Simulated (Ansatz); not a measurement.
Geometry optimisation, Ansatz, RKS revPBE-D4/def2-SVP.

Input file:

```yaml
crystal:
  periodic: [false, false, false]
  atoms:
    - { symbol: B, position_ang: [-0.002183, 0.262951, 0.026249] }
    - { symbol: Cl, position_ang: [-0.010798, 0.678906, 1.808371] }
    - { symbol: Cl, position_ang: [1.528186, 0.19593, -0.815384] }
    - { symbol: Cl, position_ang: [-1.529107, 0.116874, -0.811801] }
    - { symbol: Br, position_ang: [0.087521, -2.882755, 0.821805] }
    - { symbol: H, position_ang: [0.081281, -1.885506, 1.949059] }
basis:
  gaussian: { orbitals: def2-SVP }
hamiltonian:
  xc: revpbe
  dispersion: d4
relax:
  f_tol: 0.03
  max_steps: 50
output:
  orbitals: {}
```

Launched with:

```bash
$ ansatz run input.yaml --threads 2 --pin off --max-ram 3072MiB --backend cpu --events-out ev --progress --plain --runs-dir out
```

**Question.** Where does it end, and by what steps?

**Answer.** The forces met the threshold. After 6 steps the energy has fallen by 0.108 eV; Br5 moved furthest, 0.34 Å.

```tsv
step	energy less start (eV)	largest force component (eV/Å)	accepted
0	0.0000	1.050	yes
1	-0.0400	0.799	yes
2	-0.0838	0.788	yes
3	-0.0895	0.703	yes
4	-0.0993	0.353	yes
5	-0.1061	0.167	yes
6	-0.1084	0.015	yes
```

```xyz
6
Properties=species:S:1:pos:R:3
B -0.005 0.400 0.000
Cl -0.009 0.691 1.745
Cl 1.518 0.315 -0.861
Cl -1.527 0.234 -0.854
Br 0.100 -3.144 1.033
H 0.078 -2.010 1.916
```

Whether the end is a true minimum wasn't checked by a vibrational analysis.

The run took 25 s on 2 threads of Arm Neoverse N1, with other jobs on the host, peak memory 0.15 GiB.
